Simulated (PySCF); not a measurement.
Start geometry of `FC(F)(F)[C@@H]1CCCCS1` from GFN2-xTB (Å):
```
atom  x, y, z in Å
F1     2.7949    0.2342   -0.9848
C2     1.8937    0.9057   -0.2397
F3     1.1148    1.5597   -1.1115
F4     2.5823    1.8412    0.4254
C5     1.1610   -0.0389    0.7049
C6     0.5299   -1.2388    0.0001
C7    -0.6931   -0.8989   -0.8519
C8    -1.8157   -0.2930   -0.0125
C9    -1.4127    1.0454    0.5798
S10   -0.0312    0.8634    1.7552
H11    1.9281   -0.3856    1.4055
H12    0.2348   -1.9495    0.7752
H13    1.2923   -1.7143   -0.6217
H14   -1.0494   -1.8200   -1.3167
H15   -0.4215   -0.2091   -1.6525
H16   -2.6988   -0.1444   -0.6376
H17   -2.0818   -0.9795    0.7945
H18   -1.1195    1.7552   -0.1924
H19   -2.2179    1.4764    1.1732
```

Question: What comes out of this run: PBE0-D3(BJ)/def2-SVP geometry optimisation, gas phase (PySCF)?

Answer: 
```
atom  x, y, z in Å
F1     2.9421    0.1404   -1.3158
C2     2.0969    0.8458   -0.5501
F3     1.2763    1.5029   -1.3818
F4     2.8174    1.7562    0.1007
C5     1.3573   -0.0709    0.4121
C6     0.7212   -1.2879   -0.2578
C7    -0.5305   -0.9954   -1.0798
C8    -1.6389   -0.3441   -0.2603
C9    -1.2213    0.9890    0.3372
S10    0.1967    0.8486    1.4677
H11    2.1348   -0.4157    1.1118
H12    0.4676   -1.9960    0.5474
H13    1.4816   -1.7784   -0.8858
H14   -0.8963   -1.9423   -1.5070
H15   -0.2765   -0.3489   -1.9360
H16   -2.5261   -0.1849   -0.8961
H17   -1.9464   -1.0228    0.5538
H18   -0.9887    1.7230   -0.4490
H19   -2.0214    1.4142    0.9618
```

The energy falls by 4.8 kJ/mol over 5 energy and gradient evaluations, the largest force component goes from 0.0153 to 1.9e-04 Eh/bohr, and the atoms move by 0.040 Å rms after alignment. Among the bonds, C6–H12, C7–H14, C7–H15, C8–H16, C8–H17, C9–H18 and C9–H19 change most and about equally (+0.010 to +0.011 Å). Bonds longer at the end by more than 0.005 Å: 9 of 19; shorter: 3. Among the angles that change most is F3–C2–C5, from 115.3° to 113.0°. Rotational constants go from 1750, 977.5, 820.6 to 1751, 977.6, 817.0 MHz. The orientation of the end geometry is arbitrary; only internal coordinates are fixed.

The run used 189 basis functions and 31 SCF cycles in all.

No PBE0-D3(BJ)/def2-SVP frequencies stand behind this structure, so it isn't proved a minimum. The numbers are those of one conformer.
